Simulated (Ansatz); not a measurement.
Stepwise reaction of `[CH3][InH][CH3]` with hydrogen chloride, as a gas-phase model of exchange steps in deposition or etching. ΔE in kJ/mol.

Gas-phase electronic energies from Ansatz, PBE0-D4/def2-TZVP geometries. CCSD(T)/CBS adds triple-zeta CCSD(T) − MP2 to the extrapolated MP2 energy (def2 sets, frozen cores). This one scheme is used for every species. Functionals use def2-TZVPP. B3LYP here is the variant with VWN-RPA as its local correlation; programs differ in this. Elements past krypton have def2 core potentials. For In outer-core shells are correlated without core-valence functions, which leaves a few kJ/mol of doubt a bond.

```tsv
step	reaction	PBE-D4	B3LYP-D4	ωB97M-V	CCSD(T)/CBS
1	`[CH3][InH][CH3]` + HCl → `[CH3][InH][Cl]` + CH₄	-165.3	-173.0	-167.6	-166.6
```

(1) Give the row of step 2, `[CH3][InH][Cl]` + HCl → `[Cl][InH][Cl]` + CH₄. (Best estimate.)

(2) By hand: ΔE of the 2 steps together at CCSD(T)/CBS.

## Answers

(1) Ansatz gave: 
```csv
step,reaction,PBE-D4,B3LYP-D4,ωB97M-V,CCSD(T)/CBS
2,`[CH3][InH][Cl]` + HCl → `[Cl][InH][Cl]` + CH₄,-130.7,-137.6,-135.2,-132.8
```

(2) (-166.6) + (-132.8) = -299.4 kJ/mol, or -149.7 kJ/mol a step.

In ΔE each step is higher than the one before. All are downhill at CCSD(T)/CBS. PBE-D4 differs from CCSD(T)/CBS by 1.3 to 2.1 kJ/mol a step. Isolated molecules leave out the surface, adducts and barriers. Largest T1 diagnostic: 0.013.
